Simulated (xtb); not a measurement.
B(F)2(NHMe) (CH₄BF₂N), SMILES CNB(F)F. All values are semi-empirical tight-binding results from xtb (GFN2-xTB unless named), good for trends rather than for accurate numbers. Coordinates come from a GFN2-xTB optimisation. Other conformers were not sampled.

Optimised geometry:

```xyz
9

B      0.0156    -0.5575     0.0000
F      0.7369    -1.6747     0.0000
F     -1.3029    -0.7142     0.0000
N      0.6173     0.6851     0.0000
C     -0.0450     1.9740     0.0000
H      1.6238     0.7420     0.0000
H      0.2312     2.5454     0.8884
H      0.2312     2.5454    -0.8884
H     -1.1204     1.8151     0.0000
```

Computed properties:
```
Quantity                                       Result
--------------------------------------  -------------
point group as xtb finds it                        Cs
orbital gap                                   6.77 eV
dipole moment                                  3.63 D
zero-point energy                       39.4 kcal/mol
G − E(el) at 298.15 K (modified RRHO)   21.2 kcal/mol
static polarisability (D4 model)           40.7 bohr³
solvation energy, GFN2-xTB/ALPB(water)  -4.8 kcal/mol
solvation energy, GFN2-xTB/ALPB(chcl3)  -4.6 kcal/mol
```

Computed IR lines (harmonic; lines under 4 % of the strongest left out, lines within 3 cm⁻¹ merged):
ν (cm⁻¹): 385 (w), 504 (m), 625 (m), 1063 (w), 1245 (s), 1315 (s), 1476 (w), 1539 (vs), 2966 (w), 2982 (w) (against the strongest line: vs over 80 %, s over 45 %, m over 15 %, w over 4 %, vw less)

Computed atomic charges and the Wiberg bond orders between heavy atoms:
charges (e) B1 0.53, F2 -0.30, F3 -0.29, N4 -0.26, C5 -0.04, H6 0.18, H7 0.05, H8 0.05, H9 0.07. Bond orders B1–F2 1.00, B1–F3 1.00, B1–N4 1.33, N4–C5 1.01.
